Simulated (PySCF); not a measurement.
**(S)-tert-butyl(methyl)(o-tolyl)phosphine borane: 4 charge schemes on one density**

Species: (S)-tert-butyl(methyl)(o-tolyl)phosphine borane, C₁₂H₂₂BP.
Numbering: `[BH3-:1][P@@+:2]([CH3:3])([c:4]1[cH:5][cH:6][cH:7][cH:8][c:9]1[CH3:10])[C:11]([CH3:12])([CH3:13])[CH3:14]` (hydrogens: H15, H16, H17 on B1; H18, H19, H20 on C3; H21 on C5; H22 on C6; H23 on C7; H24 on C8; H25, H26, H27 on C10; H28, H29, H30 on C12; H31, H32, H33 on C13; H34, H35, H36 on C14)

Cartesian coordinates in Å at the PBE0-D3(BJ)/def2-SVP level; atoms count from 1:
```xyz
36
C12H22BP angstrom
B     -0.188    1.821    1.912
P     -0.281    0.937    0.199
C     -0.465    2.248   -1.057
C      1.157   -0.048   -0.378
C      1.413   -0.093   -1.757
C      2.472   -0.828   -2.282
C      3.300   -1.537   -1.419
C      3.061   -1.495   -0.049
C      2.003   -0.761    0.504
C      1.843   -0.752    1.995
C     -1.770   -0.189   -0.005
C     -1.607   -1.356    0.970
C     -1.893   -0.722   -1.430
C     -3.012    0.625    0.369
H     -0.379    1.025    2.815
H      0.925    2.335    1.929
H     -1.080    2.656    1.809
H      0.468    2.828   -1.076
H     -0.689    1.880   -2.066
H     -1.272    2.913   -0.722
H      0.774    0.460   -2.447
H      2.645   -0.842   -3.360
H      4.138   -2.121   -1.809
H      3.720   -2.045    0.628
H      0.857   -1.122    2.308
H      1.925    0.268    2.396
H      2.609   -1.382    2.466
H     -1.494   -1.001    2.005
H     -0.737   -1.979    0.711
H     -2.502   -1.997    0.926
H     -2.778   -1.376   -1.498
H     -1.016   -1.320   -1.721
H     -2.027    0.082   -2.169
H     -3.178    1.467   -0.320
H     -2.939    1.027    1.390
H     -3.901   -0.025    0.315
```

Density: PBE0/pcSseg-1 (PySCF); schemes: Mulliken, IAO, Hirshfeld and ESP-fitted. Geometry: PBE0-D3(BJ)/def2-SVP, one conformer, isolated molecule.

Q: Atoms with like bonding are taken together and averaged. Do the Mulliken, IAO, Hirshfeld and ESP-fitted schemes agree on where the charge is highest?

A: All schemes agree: Mulliken P2 (+0.428); IAO P2 (+1.011); Hirshfeld P2 (+0.367); ESP-fitted P2 (+0.588).

Q: For which atoms does the sign change between the 4 schemes (beyond +0.03 e in one, beyond −0.03 e in another)?

A: C9 and C11. Atomic charges aren't observables, and each scheme defines them in its own way.

Q: At which atom do the 4 schemes differ most?

A: At C11: from -0.714 (Mulliken) to +0.570 e (ESP-fitted), 1.284 e apart.

Q: Tabulate the Mulliken, IAO, Hirshfeld and ESP-fitted charges.

A: In e; atoms taken as equivalent share a row and are averaged (×n: the atom named and its like, n in all):

| atom | environment | Mulliken | IAO | Hirshfeld | ESP-fitted |
| --- | --- | --- | --- | --- | --- |
| B1 | four-coordinate boron | -0.217 | -0.673 | -0.161 | -0.309 |
| P2 | phosphorus bonded to B and 3 C | +0.428 | +1.011 | +0.367 | +0.588 |
| C3 | sp3 carbon bound to phosphorus | -0.440 | -0.612 | -0.145 | -0.776 |
| C4 | substituted aromatic carbon | -0.299 | -0.230 | -0.045 | -0.180 |
| C5 | aromatic CH carbon | -0.075 | -0.138 | -0.043 | -0.091 |
| C6 | aromatic CH carbon | -0.052 | -0.157 | -0.052 | -0.220 |
| C7 | aromatic CH carbon | -0.058 | -0.137 | -0.041 | -0.097 |
| C8 | aromatic CH carbon | -0.042 | -0.155 | -0.050 | -0.285 |
| C9 | substituted aromatic carbon | -0.298 | +0.034 | +0.023 | +0.301 |
| C10 | benzylic-type carbon | -0.135 | -0.416 | -0.115 | -0.596 |
| C11 | sp3 carbon bound to phosphorus | -0.714 | -0.116 | -0.004 | +0.570 |
| C12/C13/C14 | methyl carbon | -0.170 | -0.408 | -0.116 | -0.538 |
| H15/H16/H17 | B–H hydrogen | -0.026 | 0.000 | -0.085 | -0.073 |
| H18/H19/H20 | methyl hydrogen | +0.167 | +0.163 | +0.054 | +0.219 |
| H21 | aromatic hydrogen | +0.087 | +0.142 | +0.046 | +0.131 |
| H22 | aromatic hydrogen | +0.093 | +0.153 | +0.052 | +0.158 |
| H23 | aromatic hydrogen | +0.100 | +0.155 | +0.055 | +0.148 |
| H24 | aromatic hydrogen | +0.083 | +0.148 | +0.050 | +0.168 |
| H25/H26/H27 | methyl hydrogen | +0.148 | +0.156 | +0.047 | +0.174 |
| H28 (×9) | methyl hydrogen | +0.131 | +0.140 | +0.040 | +0.127 |

Mean size of the charges over all atoms: ESP-fitted 0.244 e, IAO 0.215 e, Mulliken 0.162 e, Hirshfeld 0.070 e. Each set sums to the total charge, 0, to within 0.001 e. The Mulliken scheme counts on each atom the diagonal of the density matrix times the overlap matrix over that atom's basis functions.

Some averages cover members that differ in this geometry: H25/H26/H27, Mulliken +0.114 to +0.189; C12/C13/C14, ESP-fitted -0.566 to -0.517; H28 (×9), Mulliken +0.113 to +0.158; H25/H26/H27, IAO +0.141 to +0.176 e.

Q: How many electrons does the Hirshfeld scheme count on C8?

A: Z − q = 6 − (-0.050) = 6.050.

Q: Sum the charges by element, for elements with more than one atom.

A: 
```csv
element,atoms,Mulliken,IAO,Hirshfeld,ESP-fitted
C,12,-2.622,-3.151,-0.819,-2.989
H,22,+2.411,+2.813,+0.612,+2.710
```
